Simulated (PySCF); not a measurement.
Species: 2-(methoxymethyl)pyridine, C7H9NO.
Bonds: C1–O2, O2–C3, C3–C4, C4–C5 (aromatic), C5–C6 (aromatic), C6–C7 (aromatic), C7–C8 (aromatic), C8–N9 (aromatic), C4–N9 (aromatic). Hydrogens: H10, H11, H12 on C1; H13, H14 on C3; H15 on C5; H16 on C6; H17 on C7; H18 on C8.

Method: TDDFT PBE0/def2-SVPD, vertical, gas phase, core orbitals frozen in the response (PySCF). Isolated species at its GFN2-xTB geometry (one conformer only). Torsions of this conformer, `[CH3:1][O:2][CH2:3][c:4]1[cH:5][cH:6][cH:7][cH:8][n:9]1`: C1–O2–C3–C4 -70°, O2–C3–C4–C5 -39°.

Frontier orbitals with the atoms that hold most of them (Löwdin shares over 4%, at most four atoms; ? is withheld):

| orbital | ε (eV) | atoms |
| --- | --- | --- |
| LUMO+2 | 0.77 | C1 13%, C6 12%, C7 9%, C5 8% |
| LUMO+1 | -0.61 | C7 18%, C4 18%, C5 17%, C8 17% |
| LUMO | -0.85 | C6 25%, N9 22%, C8 11%, C5 11% |
| HOMO | ? | ? |
| HOMO-1 | -7.52 | ? |
| HOMO-2 | -7.84 | O2 37%, N9 18%, C1 8%, C4 7% |
| HOMO-3 | -8.45 | C6 28%, N9 24%, C5 15%, C7 12% |

Problem. Which atoms hold the HOMO-1, and with what shares?

Solution. C7 (bonded to 2 C and H) 19%; C4 (bonded to 2 C and N) 17%; C5 (bonded to 2 C and H) 16%; C8 (bonded to C, N and H) 16%.

Problem. Which atoms hold the HOMO, and with what shares?

Solution. N9 (bonded to 2 C) 39%; O2 (bonded to 2 C) 19%; C4 (bonded to 2 C and N) 9%; C8 (bonded to C, N and H) 7%. By element: nitrogen 39%, oxygen 19%, carbon 16% or more.

Problem. What is the HOMO energy, and the HOMO–LUMO gap?

Solution. ε(HOMO) = -7.32 eV; the gap is 6.47 eV (0.2379 hartree).

Problem. The HOMO–LUMO gap is 6.47 eV. Where does the response calculation put the lowest singlet, and from which orbitals?

Solution. S1 is at 4.88 eV (f = 0.0034), 1.59 eV below the gap, made of HOMO→LUMO (87%), HOMO-2→LUMO (9%). 

Problem. One configuration dominates each of S1, S2, S3 and S4. Which, and how do the shares of the two leading atoms of either orbital change from the occupied to the empty one?

Solution. 
- S1 (4.88 eV, f 0.0034), HOMO→LUMO (87%): N9 39% → 22%, O2 19% → at most 11%, C6 at most 8% → 25%
- S2 (5.10 eV, f 0.0000), HOMO→LUMO+1 (89%): N9 39% → at most 17%, O2 19% → at most 17%, C7 at most 8% → 18%, C4 9% → 18%
- S3 (5.55 eV, f 0.053), HOMO-1→LUMO (76%): C7 19% → at most 11%, C4 17% → at most 11%, C6 at most 17% → 25%, N9 at most 17% → 22%
- S4 (5.82 eV, f 0.0016), HOMO-2→LUMO (75%): O2 37% → at most 11%, N9 18% → 22%, C6 at most 7% → 25%

Löwdin shares depend on the basis, the more so with diffuse functions.
